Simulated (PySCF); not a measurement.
## Ce²⁺: excitation energy

Ce²⁺ [Xe] 4f2 (high-spin determinant) → Ce²⁺ [Xe] 4f1 5d1 (high-spin determinant), as a difference of total energies. Computed with PySCF 2.14 in x2c-TZVPPall (11s7p7d4f2g, 113 functions), with the spin-free X2C one-electron Hamiltonian (Gaussian nucleus). Correlated levels: valence: [Kr] 4d10 frozen; valence and next inner shell: [Ar] 3d10 frozen. The calculations carry no spin-orbit coupling.

```csv
method,excitation energy (eV)
UHF,-0.584
LDA,1.744
PBE,1.568
PBE0,1.107
MP2 (valence),-0.078
SCS-MP2 (valence),-0.231
MP2 (valence and next inner shell),0.076
SCS-MP2 (valence and next inner shell),-0.081
```

How much does correlation contribute at MP2 (valence and next inner shell)?

0.076 − (-0.584) = 0.660 eV, measured against UHF.

A first-order spin-orbit estimate (lowest level to lowest level, LS coupling) adds -0.031 eV.

The determinant of the upper state and of the lower state mixes LS terms, which raises its energy above the lowest term, most at the Hartree-Fock and MP2 levels.
